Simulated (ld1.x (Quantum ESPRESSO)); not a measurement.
Before and after: TM potential for tin (Sn)

```
Element                 : Sn
Generator               : ld1.x (Quantum ESPRESSO) 7.5
Type                    : norm-conserving Troullier–Martins (Kleinman–Bylander form)
Functional              : PBE
Relativity              : scalar-relativistic
Frozen core             : [Kr]
Valence charge          : 14
Reference configuration : 4d10 5s2 5p1 (charge +1)
Partial waves           : 5p (bound): rc 1.95 bohr; 4d (bound): rc 1.65 bohr; 5s (bound): rc 1.70 bohr
Local potential         : the s channel
Core correction         : none
```

Change: all radii scaled by about 1.08 (s 1.82, p 2.10, d 1.78 bohr).

Cutoffs: the cutoffs (Ry, on a coarse ladder) from which the occupation-weighted sum of valence levels, in a spherical-Bessel basis at the reference potential, stays within 10 and 1 mRy of its value at 400 Ry; they do not see the model core or the augmentation charge, which bear on the density cutoff. Errors are all-electron minus pseudo energies relative to the spin-unpolarised reference configuration.

Task: What does the change do?

Result: The potential gets softer (80 Ry and 140 Ry → 70 Ry and 120 Ry); of the 7 tests that both files solve, the error grows in 0 and shrinks in 2 by more than 15 % and 0.3 meV (median size 3.4 → 3.2 meV); neither file shows a bound ghost. A larger radius leaves more room for a smooth pseudo-wave, so fewer plane waves are needed.

| quantity | base | changed |
| --- | --- | --- |
| cutoff, loose | 80 Ry | 70 Ry |
| cutoff, tight | 140 Ry | 120 Ry |
| loose cutoff by channel (10 mRy a level) | p 8 Ry, d 70 Ry, s 21 Ry | p 8 Ry, d 60 Ry, s 18 Ry |
| bound ghosts | none | none |
| error for 4d10 5s2 5p2, meV [ΔE -6.87 eV] | +3.4 | +3.2 |
| error for 4d10 5s2 5p0, meV [ΔE 13.95 eV] | +1.5 | +1.0 |
| error for 4d10 5s1 5p0, meV [ΔE 44.92 eV] | +31 | +29 |
| error for 4d10 5s2 5p1.5, meV [ΔE -4.26 eV] | +1.5 | +1.5 |
| error for 4d10 5s2 5p2.3, meV [ΔE -7.72 eV] | +4.4 | +4.2 |
| error for 4d10 5s1 5p2, meV [ΔE 7.65 eV] | +0.7 | -0.3 |
| error for 4d10 5s0 5p0, meV [ΔE 86.05 eV] | +117 | +113 |
